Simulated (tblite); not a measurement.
Species: C₅H₁₀B₃N.
Atom-mapped SMILES: `[CH:1]#[C:2][C@@H:3]1[BH:4][BH:5][CH2:6][CH2:7][NH:8][BH:9]1` (hydrogens: H10 on C1; H11 on C3; H12 on B4; H13 on B5; H14, H15 on C6; H16, H17 on C7; H18 on N8; H19 on B9)

Computed with GFN2-xTB (tblite), gas phase: L-BFGS steps from a force-field or distance-geometry start until the largest atomic force falls under 0.01 eV/Å.

Step 101: E = -607.9816 eV
```
atom  x, y, z in Å  |  force x, y, z in eV/Å
C1      3.4511    0.5750    0.1405    0.002  -0.002   0.000
C2      2.4260    0.1696   -0.3288   -0.003   0.018   0.008
C3      1.1771   -0.2757   -0.9178    0.006   0.005  -0.003
B4      0.2274    0.9949   -1.0664   -0.006   0.003  -0.002
B5     -0.4401    1.5623    0.3036    0.007   0.013  -0.015
C6     -1.7203    0.7359    0.7642    0.003   0.004  -0.002
C7     -1.8511   -0.6167    0.0463    0.002  -0.009   0.005
N8     -0.7529   -1.5115    0.3828   -0.021  -0.016   0.009
B9      0.5797   -1.4314    0.0300   -0.019  -0.007   0.000
H10     4.3556    0.9117    0.5500    0.014  -0.010   0.009
H11     1.4338   -0.7219   -1.8868   -0.001   0.002  -0.009
H12    -0.0511    1.3302   -2.1616    0.001  -0.023   0.004
H13    -0.1118    2.4421    1.0079    0.003   0.015  -0.003
H14    -2.6081    1.3343    0.5387   -0.011  -0.003   0.011
H15    -1.7358    0.5684    1.8446   -0.011  -0.005  -0.005
H16    -2.7936   -1.1072    0.3121    0.004  -0.005   0.008
H17    -1.8537   -0.4459   -1.0358    0.014   0.010   0.009
H18    -1.0380   -2.2407    1.0195    0.013   0.009  -0.016
H19     1.2961   -2.2641    0.4493    0.003   0.002  -0.009
```

Step 102: E = -607.9818 eV
```
atom  x, y, z in Å  |  force x, y, z in eV/Å
C1      3.4452    0.5788    0.1471    0.033   0.007   0.012
C2      2.4234    0.1699   -0.3252   -0.034   0.005  -0.009
C3      1.1775   -0.2765   -0.9197    0.006   0.005  -0.002
B4      0.2270    0.9927   -1.0700   -0.016   0.002   0.010
B5     -0.4373    1.5625    0.3007    0.016   0.011  -0.015
C6     -1.7165    0.7367    0.7648    0.006   0.006   0.001
C7     -1.8515   -0.6157    0.0477    0.007  -0.011   0.007
N8     -0.7534   -1.5122    0.3803   -0.022  -0.016   0.011
B9      0.5785   -1.4338    0.0252   -0.017   0.002   0.006
H10     4.3482    0.9169    0.5582    0.019  -0.007   0.014
H11     1.4387   -0.7217   -1.8877    0.000   0.000  -0.014
H12    -0.0566    1.3235   -2.1647    0.002  -0.019  -0.006
H13    -0.1066    2.4421    1.0044    0.000   0.014  -0.006
H14    -2.6036    1.3371    0.5420   -0.016  -0.006   0.011
H15    -1.7290    0.5687    1.8451   -0.012  -0.002   0.000
H16    -2.7934   -1.1049    0.3184    0.003  -0.004  -0.001
H17    -1.8572   -0.4451   -1.0343    0.007   0.007   0.008
H18    -1.0375   -2.2424    1.0165    0.010   0.009  -0.016
H19     1.2945   -2.2672    0.4436    0.005  -0.003  -0.012
```

Step 103: E = -607.9819 eV
```
atom  x, y, z in Å  |  force x, y, z in eV/Å
C1      3.4378    0.5844    0.1570   -0.048  -0.031  -0.030
C2      2.4193    0.1707   -0.3203    0.055   0.038   0.028
C3      1.1786   -0.2775   -0.9224   -0.011   0.003  -0.010
B4      0.2259    0.9894   -1.0751   -0.022   0.001   0.020
B5     -0.4330    1.5631    0.2965    0.019   0.004  -0.013
C6     -1.7110    0.7381    0.7655    0.011   0.006   0.009
C7     -1.8522   -0.6146    0.0500    0.004  -0.006   0.006
N8     -0.7545   -1.5137    0.3766    0.000  -0.008   0.006
B9      0.5769   -1.4369    0.0184   -0.019   0.008   0.016
H10     4.3385    0.9241    0.5708    0.032  -0.001   0.024
H11     1.4455   -0.7209   -1.8897    0.002  -0.002  -0.013
H12    -0.0652    1.3129   -2.1694    0.002  -0.014  -0.019
H13    -0.0989    2.4422    0.9994   -0.003   0.014  -0.010
H14    -2.5974    1.3409    0.5469   -0.020  -0.010   0.009
H15    -1.7193    0.5695    1.8456   -0.010   0.003   0.006
H16    -2.7931   -1.1018    0.3278    0.002   0.000  -0.013
H17    -1.8628   -0.4441   -1.0319   -0.001   0.002   0.008
H18    -1.0370   -2.2452    1.0113    0.002   0.002  -0.009
H19     1.2922   -2.2713    0.4354    0.005  -0.008  -0.016
```

Problem. Estimate the geometry and energy of step 104. (The exact step hangs on the optimiser's Hessian estimate; all steps are aligned on step 103, rigid shifts and turns removed.)

Solution. E = -607.9821 eV, largest force 0.072 eV/Å
```
atom  x, y, z in Å  |  force x, y, z in eV/Å
C1      3.4354    0.5856    0.1627    0.068   0.013   0.021
C2      2.4186    0.1723   -0.3160   -0.055  -0.015  -0.031
C3      1.1800   -0.2769   -0.9235   -0.005   0.006   0.004
B4      0.2248    0.9874   -1.0768   -0.017   0.000   0.016
B5     -0.4311    1.5647    0.2938    0.012  -0.004  -0.006
C6     -1.7076    0.7389    0.7652    0.000   0.005   0.013
C7     -1.8531   -0.6142    0.0512    0.010  -0.002   0.007
N8     -0.7554   -1.5148    0.3735    0.004   0.006   0.002
B9      0.5755   -1.4377    0.0147    0.004   0.017   0.013
H10     4.3368    0.9248    0.5768    0.011  -0.006   0.019
H11     1.4504   -0.7184   -1.8908    0.003  -0.003  -0.005
H12    -0.0720    1.3047   -2.1708   -0.001  -0.009  -0.031
H13    -0.0979    2.4447    0.9957   -0.001   0.018  -0.010
H14    -2.5945    1.3424    0.5496   -0.016  -0.014   0.008
H15    -1.7135    0.5698    1.8450   -0.007   0.006   0.016
H16    -2.7928   -1.1001    0.3346   -0.003   0.002  -0.020
H17    -1.8678   -0.4441   -1.0306   -0.007  -0.001   0.002
H18    -1.0366   -2.2478    1.0065   -0.006  -0.007   0.000
H19     1.2911   -2.2719    0.4317    0.004  -0.012  -0.019
```

The energy changes by -0.0002 eV. The first-order estimate −F·Δx gives -0.0003 eV and the mean of the old and new forces, exact on a quadratic surface, -0.0002 eV. The step makes an angle of 83° with the force vector and moves no atom by more than 0.011 Å.

What follows is the cost of the whole relaxation. Hardware: an Arm Neoverse V1 with one thread, no GPU, shared host with 32 logical CPUs at a one-minute load of 32. Cost: 1.3 s wall.
